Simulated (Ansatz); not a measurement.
Program: Ansatz. Geometries: PBE0-D4/def2-TZVP. ΔE: electronic, gas phase. CCSD(T)/CBS adds triple-zeta CCSD(T) − MP2 to the extrapolated MP2 energy (def2 sets, frozen cores). DFT in def2-TZVPP. Elements past krypton have def2 core potentials. For Sn outer-core shells are correlated without core-valence functions, which leaves a few kJ/mol of doubt a bond. One conformer a species, not always the lowest.

Consider the cleavage of the Si–Sn bond: `[NH2][SnH2][SiH2]O` + `O[Si](F)(Cl)Cl` → `O[SiH2]O[Si](F)(Cl)Cl` + `[NH2][SnH3]`.

CCSD(T)/CBS gives -1.04 eV.

Another level gave -0.98 eV. Which?
A. CCSD/def2-TZVPP
B. r2SCAN/def2-TZVPP
C. ωB97X-V/def2-TZVPP
D. PBE0/def2-TZVPP

B. r2SCAN -0.98, CCSD/def2-TZVPP -1.17, PBE0 -0.89, ωB97X-V -1.07 eV.

Largest T1 diagnostic among the species: 0.013.

In def2-TZVPP, CCSD(T) changes the Hartree–Fock value by +0.41 eV (the triples alone add +0.06 eV) and MP2 by +0.42 eV. From PBE to PBE0 (25 % exact exchange), in def2-TZVPP and without D4, ΔE moves by −0.14 eV.
